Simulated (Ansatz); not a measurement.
A made-up structure of HSeSO (charge -1), singlet:

O1  (1.514, -0.493, 1.210)
S2  (-0.400, -0.895, 0.267)
Se3  (-0.905, 0.584, -0.423)
H4  (0.184, 0.930, -1.410)
(Å)

It is relaxed with PBE-D4/def2-SVPD and then PBE0-D4/def2-TZVPD (Ansatz 0.2.0). Atoms count as bonded within 1.22 times the sum of their covalent radii (H–H: 0.88 Å). The end point is not checked to be a true minimum.

Problem. Does its bonding change? (Judge from chemistry; the calculation decides.)

Solution. Computed: Yes. Formed: O1–S2; broken: none.

Where it ends: The first stage lowers the energy by 5.80 eV in 10 steps. It ends as HSeSO ([O][S][SeH]), total charge -1:
```
atom    x (Å)    y (Å)    z (Å)
  O1   1.2546  -0.7100   1.3269
  S2   0.0309  -1.0282   0.4640
 Se3  -0.8702   0.8360  -0.4681
  H4  -0.0217   1.0272  -1.6793
```

Labels in which every atom is bracketed show which atoms are joined, not bond orders.

For scale, one of the runs: PBE0-D4/def2-TZVPD relaxation, 152 basis functions, launched by `ansatz run in.yaml --threads 2 --pin off --events-out ev --progress --plain --max-ram 4352MiB`. The run took about 17 s on 2 CPU threads of an Intel Xeon 6975P-C (shared host).
